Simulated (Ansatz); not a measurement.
Ansatz results at the PBE0-D4/def2-TZVP geometry: ideal-gas entropy at 298 K and 1 bar (rigid rotor, harmonic PBE0-D4/def2-TZVP) 306 J/(mol·K); size of the dipole moment (PBE/def2-TZVPP) 2.06 D; HOMO–LUMO gap (PBE0/def2-TZVPP) 8.03 eV.

Which molecule gave them?
A. `C=C=C(F)Cl`
B. `[AlH2][O]C[SiH3]`
C. `F[SiH]1NCO1`
D. `NC1(F)O[SiH2]1`

C. The others give `NC1(F)O[SiH2]1`: 311, 1.76, 6.60; `C=C=C(F)Cl`: 308, 1.71, 6.26; `[AlH2][O]C[SiH3]`: 352, 0.92, 6.60.
